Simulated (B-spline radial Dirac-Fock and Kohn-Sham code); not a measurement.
# How the binding energies of Zn²⁷⁺ add up

System: the Zn²⁷⁺ ion, [He] 2s1; nuclear rms radius 3.9283 fm (A = 64).

Input of the calculation (task.json; shells as n, l, electrons):

```json
{"items": [{
  "Z": 30,
  "q": 27,
  "cfg": [[1, 0, 2], [2, 0, 1]],
  "A": 64,
  "rrms": 3.9283,
  "do": ["binding"]
}]}
```

Launch: `python xray_run.py task.json out`

These are calculated numbers from a radial finite-basis atomic code; the model is ΔSCF Dirac-Fock with Breit, self-energy and vacuum polarisation, finite nucleus, configuration average. Correlation energy is missing from these numbers. Energies are counted from the vacuum level. Subshells whose hole state is unreliable or did not converge are left out.

All terms are in eV, carry their sign (relaxation lowers the binding energy) and add up to the binding energy; ⟨r⟩ is the mean radius of the orbital in the initial state.

| subshell | −ε (Koopmans) | relaxation | Gaunt | retardation | self-energy | vacuum polarisation | binding energy | ⟨r⟩ (bohr) |
| --- | --- | --- | --- | --- | --- | --- | --- | --- |
| 2s | 2783.5 | -0.01 | -0.98 | 0.11 | -0.85 | 0.07 | 2781.8 | 0.205 |

For the deepest level, L1 (2s), the Breit terms make up -0.031 % of the binding energy, QED -0.028 % and orbital relaxation 0.000 %.

Going to the tabulated ground configuration of the next ion removes an electron from L1 (2s), computed at 2781.8 eV. NIST lists 2781.996 ± 0.007 eV as the ionisation energy of this species (theoretical), +0.16 eV from the computed value.
